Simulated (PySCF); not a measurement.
Correlation energy of C⁺ (carbon, charge +1)

[He] 2s2 2p1, 2P determinant. Calculation: PySCF 2.14, in aug-cc-pVDZ-DK (4s3p2d, 23 functions); scalar relativity by spin-free X2C-1e. Frozen: 1s2; 3 electrons correlated.

MP2 pair energies summed by pair of shells (mhartree):

```json
{"pair": "2s-2s", "energy": "-25.78", "share (%)": "61.9"}
{"pair": "2s-2p", "energy": "-15.87", "share (%)": "38.1"}
```

Total MP2 correlation energy: -41.65 mhartree.

Same-spin part -2.42 and opposite-spin part -39.23 mhartree; SCS-MP2 scales them by 1/3 and 6/5 to -47.88 mhartree.

```csv
level,correlation energy (mhartree)
CCSD,-67.23
(T),-0.69
CCSD(T),-67.92
```

Diagnostics: T1 = 0.0091, D1 = 0.0175, largest double amplitude 0.134.

Cost of the coupled-cluster step: 0.12 s of wall time on 1 thread of Neoverse-V2 (shared host), for 3 correlated electrons.

Iterations:

```
CC2 = 0
CCSD nocc = (np.int64(2), np.int64(1)), nmo = (22, 22)
frozen orbitals [[0], [0]]
max_cycle = 100
direct = 0
conv_tol = 1e-08
conv_tol_normt = 1e-06
diis_space = 8
diis_start_cycle = 0
Init t2, MP2 energy = -0.04165290451408
Init E_corr(UCCSD) = -0.0416529045295604
cycle = 1  E_corr(UCCSD) = -0.056175150062151  dE = -0.0145222455  norm(t1,t2) = 0.0573257
cycle = 2  E_corr(UCCSD) = -0.0620250747291559  dE = -0.00584992467  norm(t1,t2) = 0.027824
cycle = 3  E_corr(UCCSD) = -0.0672971051639138  dE = -0.00527203043  norm(t1,t2) = 0.0142491
cycle = 4  E_corr(UCCSD) = -0.0672027665869686  dE = 9.43385769e-05  norm(t1,t2) = 0.00126131
cycle = 5  E_corr(UCCSD) = -0.0672475347411888  dE = -4.47681542e-05  norm(t1,t2) = 0.000207419
cycle = 6  E_corr(UCCSD) = -0.067226928278213  dE = 2.0606463e-05  norm(t1,t2) = 4.80826e-05
cycle = 7  E_corr(UCCSD) = -0.0672339643560096  dE = -7.0360778e-06  norm(t1,t2) = 1.90859e-05
cycle = 8  E_corr(UCCSD) = -0.067234025564816  dE = -6.12088064e-08  norm(t1,t2) = 1.79544e-06
cycle = 9  E_corr(UCCSD) = -0.0672337852548764  dE = 2.4030994e-07  norm(t1,t2) = 5.97419e-07
cycle = 10  E_corr(UCCSD) = -0.0672338404382359  dE = -5.51833595e-08  norm(t1,t2) = 1.512e-07
cycle = 11  E_corr(UCCSD) = -0.067233838502587  dE = 1.93564889e-09  norm(t1,t2) = 3.35081e-08
UCCSD converged
E(UCCSD) = -37.3725859962456  E_corr = -0.06723383850258699
UCCSD(T) correction = -0.000685192359601441
```
